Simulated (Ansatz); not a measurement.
A search over several starts for the lowest SCF solution of Mo(NH)2(OH)2 (MoN₂O₂H₄) at the given spin, in a small basis.

```yaml
crystal:
  periodic: [false, false, false]
  atoms:
    - {symbol: Mo, position_ang: [-0.101474, -0.022574, -0.062104]}
    - {symbol: N, position_ang: [-0.055284, 0.316360, 1.640657]}
    - {symbol: N, position_ang: [1.486516, 0.001624, -0.765027]}
    - {symbol: O, position_ang: [-1.126313, 1.314232, -0.934382]}
    - {symbol: O, position_ang: [-0.848834, -1.753107, -0.274065]}
    - {symbol: H, position_ang: [0.387971, 0.529931, 2.533266]}
    - {symbol: H, position_ang: [2.499772, 0.111848, -0.766493]}
    - {symbol: H, position_ang: [-1.751437, 1.836671, -0.413192]}
    - {symbol: H, position_ang: [-0.490917, -2.334986, -0.958661]}
basis:
  gaussian: {orbitals: def2-SVP, initial_orbitals: start.molden}
hamiltonian: {xc: pbe0, dispersion: d4}
output: {orbitals: {seedname: orbitals}}
```

The file start.molden holds the orbitals of an earlier run on this structure, at another level or in another basis.

```sh
$ ansatz run in.yaml --threads 2 --pin off --events-out ev --progress --plain --max-ram 4352MiB
```

Shortened log:

```
Functional definition: PBE0
  name "PBE0"
  cite "Adamo & Barone, J. Chem. Phys. 110, 6158 (1999) doi:10.1063/1.478522"
  cite "Perdew, Burke & Ernzerhof, Phys. Rev. Lett. 77, 3865 (1996) doi:10.1103/PhysRevLett.77.3865"
  parent pbe
  parameter a = 0.25
  parameter kappa = 0.804
  parameter beta = 0.06672455060314922
  exchange = (1 - a)*pbe_x(kappa = kappa, mu = beta*pi^2/3) + a*exact_x
  correlation = pbe_c(beta = beta)
1204 factors; their error is unknown
mean field evaluation 1: about -8881.4561 eV, gradient 1.8e2 eV
mean field evaluation 2: about -8927.8088 eV, gradient 6.9e1 eV
mean field evaluation 4: about -8982.0145 eV, gradient 2.5e1 eV
mean field evaluation 8: about -8983.7795 eV, gradient 3.7e-4 eV
mean field evaluation 16: about -8983.4634 eV, gradient 1.2e1 eV
mean field -8983.77950055 eV, -330.1478072208 hartree, gradient 1.8e-5 eV, S^2 0.000000; 1 other end points of the search recorded, 0 dependent functions left out
reference -8983.77955683 eV, -330.1478092890 hartree; 24, 24 occupied and 83, 83 virtual orbitals, 1204 factors
Total energy: -8983.96722882 eV, -330.1547061073 hartree
```

It took 3.8 s on 2 threads of Intel Xeon Platinum 8259CL on a shared host.

In the def2 sets Mo takes a core potential; there is no spin–orbit coupling. The restricted singlet is unstable towards broken spin symmetry in Hartree–Fock (as tested in another run); at PBE0-D4/def2-SVP this wasn't settled. Another isomer (singlet) lies 1.22 eV lower at PBE0-D4/def2-TZVP; other spin states weren't run for this one.
